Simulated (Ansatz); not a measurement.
`CO[Si@@H](O)[Si@@H](O)Cl` at its PBE0-D4/def2-TZVP geometry, where that method's forces vanish. The species carries charge 0 and has multiplicity 1.

| atom | x (Å) | y (Å) | z (Å) |
| --- | --- | --- | --- |
| C1 | 0.9931 | -0.2057 | -1.9784 |
| O2 | -0.0748 | 0.5506 | -1.4485 |
| Si3 | -0.1543 | 1.0364 | 0.1155 |
| O4 | -1.3439 | 2.1494 | 0.2668 |
| Si5 | -0.7757 | -0.7222 | 1.5368 |
| O6 | 0.1178 | -2.0134 | 1.0446 |
| Cl7 | -0.3044 | -0.2328 | 3.4913 |
| H8 | 0.9835 | -1.2288 | -1.5907 |
| H9 | 0.8797 | -0.2381 | -3.0629 |
| H10 | 1.9622 | 0.2488 | -1.7420 |
| H11 | 1.1822 | 1.5845 | 0.4964 |
| H12 | -1.2591 | 2.9742 | -0.2147 |
| H13 | -2.2223 | -1.0616 | 1.5677 |
| H14 | 0.0160 | -2.8415 | 1.5180 |

(1) For each bond, give half the difference of the two atoms' forces along it (eV/Å; positive pushes the atoms apart) under PBE-D4, r2SCAN-D4, B3LYP-D4, ωB97M-V in def2-TZVPP. (An estimate is asked.)

Results:

(1) Computed: 
```
   bond  length (Å)  PBE-D4  r2SCAN-D4  B3LYP-D4  ωB97M-V
  C1–O2       1.412    0.22       0.31      0.30     0.27
  C1–H8       1.094    0.08      -0.06     -0.09    -0.10
  C1–H9       1.091    0.08      -0.06     -0.12    -0.11
 C1–H10       1.096    0.08      -0.06     -0.08    -0.10
 O2–Si3       1.640    0.27      -0.01      0.02     0.01
 Si3–O4       1.636    0.28       0.04      0.12     0.15
Si3–Si5       2.345   -0.21      -0.03     -0.07    -0.13
Si3–H11       1.494   -0.02      -0.03     -0.12    -0.16
 O4–H12       0.959    0.33       0.02     -0.02    -0.06
 Si5–O6       1.646    0.33       0.04      0.12     0.16
Si5–Cl7       2.069    0.14       0.06      0.20     0.08
Si5–H13       1.486    0.03      -0.03     -0.14    -0.17
 O6–H14       0.959    0.34       0.03     -0.02    -0.06
```

B3LYP here is the variant with VWN-RPA as its local correlation; programs differ in this.
